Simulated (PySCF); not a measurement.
# SnF₂ + H₂O → H₂SnO + F₂

Level: PBE0 in the def2-TZVP basis family, computed in PySCF with density fitting; scalar-relativistic core potentials for atoms from Rb on, none lighter, no spin–orbit coupling; open shells unrestricted.

| species | state and structure | ZPE (kJ/mol) | H(298 K) − H(0) (kJ/mol) | S° (J/(mol K)) |
| --- | --- | --- | --- | --- |
| SnF₂ | singlet, C2v, Sn–F 1.932 Å (×2); F–Sn–F 95.9° | 8.3 | 12.3 | 282.1 |
| H₂O | singlet, C2v, O–H 0.960 Å (×2); H–O–H 105.1° | 56.5 | 9.9 | 188.7 |
| H₂SnO | singlet, C2v, Sn–H 1.713 Å (×2), Sn–O 1.820 Å; H–Sn–H 111.8°, H–Sn–O 124.1° (×2) | 37.4 | 11.8 | 260.3 |
| F₂ | singlet, D∞h, F–F 1.376 Å | 6.6 | 8.7 | 201.9 |

(1) Is the gas-phase reaction uphill or downhill in electronic energy at this level, and by how much?

(2) Add zero-point, thermal and entropy terms for 298.15 K and 1 bar.

Answers

(1) At PBE0/def2-TZVP, ΔE = 914.5 kJ/mol, uphill. 

(2) ΔZPE = -20.8 and Δ[H(298) − H(0)] = -1.7 kJ/mol give ΔH° = 892.0 kJ/mol. ΔS° = -8.6 J/(mol K), so ΔG° = 892.0 − 298.15 × (-0.0086) = 895 kJ/mol.

Each species is the lowest minimum found with this bonding; other isomers or fragments can lie lower.
